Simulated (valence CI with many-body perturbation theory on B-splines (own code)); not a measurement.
# Assign the levels of Fe20+

Computed by valence CI with perturbative core correlation (CI+MBPT): four valence electrons over a frozen Dirac-Fock core [He], radial functions for each j: 11 s, 11 p, 9 d, 7 f, 5 g, 2 h, 1 i, with the one-electron correlation potential Σ1 (screened to all orders), the two-electron term Σ2, the three-electron term Σ3, Breit, model QED; selected single and double excitations, second order for the rest (own B-spline code, finite nucleus).

No measured levels were compared; by estimate levels of excited configurations hold to 0.05 to 0.15 % of their energy, terms of the ground configuration to about 0.5 %. Among the levels kept, up to 270 cm⁻¹ of a level comes from second order outside the variational space, and about a tenth of that is noise between levels of different J, which matters for small intervals.

| No. | J | Parity | E (eV) | g |
| --- | --- | --- | --- | --- |
| 2 | 1 | even | 9.15 | 1.498 |
| 3 | 2 | even | 14.55 | 1.377 |
| 4 | 2 | even | 30.33 | 1.116 |
| 6 | 2 | odd | 60.33 | 1.979 |
| 7 | 1 | odd | 96.31 | 0.642 |
| 8 | 2 | odd | 96.39 | 1.227 |
| 9 | 3 | odd | 99.63 | 1.330 |
| 11 | 1 | odd | 114.70 | 1.386 |
| 12 | 2 | odd | 116.87 | 1.412 |
| 13 | 1 | odd | 135.90 | 1.806 |
| 14 | 2 | odd | 139.82 | 1.036 |
| 15 | 1 | odd | 156.42 | 1.153 |
| 16 | 2 | even | 204.16 | 1.445 |
| 18 | 1 | even | 215.83 | 1.498 |

Energies count from the lowest level. Strongly mixed levels and levels close to another of their J and parity, and those with J = 0 are left out, so the numbers can have gaps.

Task: Give configuration and LS term of each level.

Result: 2: 2s2 2p2 3P; 3: 2s2 2p2 3P; 4: 2s2 2p2 1D; 6: 2s 2p3 5S°; 7: 2s 2p3 3D°; 8: 2s 2p3 3D°; 9: 2s 2p3 3D°; 11: 2s 2p3 3P°; 12: 2s 2p3 3P°; 13: 2s 2p3 3S°; 14: 2s 2p3 1D°; 15: 2s 2p3 1P°; 16: 2p4 3P; 18: 2p4 3P.
